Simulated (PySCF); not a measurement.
Working out the excitation energy of Al

Al [Ne] 3s2 3p1 (2P) → Al [Ne] 3s1 3p1 3d1 (high-spin determinant). Computed with PySCF 2.14 in x2c-TZVPPall with one added diffuse shell each of s, p, d type (6s6p4d1f, 51 functions), with scalar relativity by spin-free X2C-1e. Frozen: 1s2. Energies in hartree (1 hartree = 27.21139 eV):

```
             part   Al (lower)   Al (upper)
              UHF  -242.310246  -242.026490
MP2 opposite-spin    -0.139747    -0.103856
    MP2 same-spin    -0.047274    -0.048178
```

Problem. What does Hartree-Fock give?

Solution. (-242.026490) − (-242.310246) = 0.283756 hartree = 7.721 eV.

Problem. What do MP2 and SCS-MP2 (6/5 opposite-spin, 1/3 same-spin) give?

Solution. The opposite-spin parts differ by 0.977 eV and the same-spin parts by -0.025 eV. MP2: 7.721 + (0.977) + (-0.025) = 8.673 eV. SCS-MP2: 7.721 + 1.2 × (0.977) + (-0.025)/3 = 8.885 eV.

One determinant mixes LS terms, so it does not stand for a single term.

The upper state lies above the first ionisation limit, but in LS coupling its spin forbids autoionisation to the ground ion.
